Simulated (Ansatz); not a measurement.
`[NH2][SnH]([OH])[SH]`. Charge 0, multiplicity 1. Sn takes the def2 core potential. All single points use the PBE0-D4/def2-TZVP geometry. It is one conformer, not always the lowest.

```xyz
9

N    -0.810   -0.276   -1.647
Sn   -0.134   -0.356    0.241
O    -1.265    0.958    1.155
S     2.157    0.364    0.454
H    -1.097    0.659   -1.907
H    -0.163   -0.619   -2.345
H    -0.340   -1.897    0.930
H    -0.740    1.615    1.619
H     2.391   -0.447    1.500
```

**Question.** What is the dipole moment at ωB97M-V/def2-TZVPP? (Best estimate.)

**Answer.** Ansatz gave: 1.40 D, with components (1.33, -0.44, -0.11) D in this frame, pointing from negative to positive charge.

**Question.** And with PBE, r2SCAN, B3LYP? (Estimate.)

**Answer.** Computed: PBE 1.21 D, r2SCAN 1.26 D, B3LYP 1.36 D.

**Question.** Give the Mulliken charges with ωB97M-V, B3LYP, r2SCAN in def2-TZVPP. (Best estimate.)

**Answer.** The calculation gave: 
```
atom  ωB97M-V  B3LYP  r2SCAN
  N1    -0.49  -0.54   -0.57
 Sn2     0.94   1.04    1.02
  O3    -0.54  -0.55   -0.57
  S4    -0.36  -0.39   -0.40
  H5     0.13   0.14    0.16
  H6     0.11   0.13    0.15
  H7    -0.08  -0.12   -0.11
  H8     0.17   0.18    0.20
  H9     0.13   0.11    0.12
```

B3LYP here is the variant with VWN-RPA as its local correlation; programs differ in this.
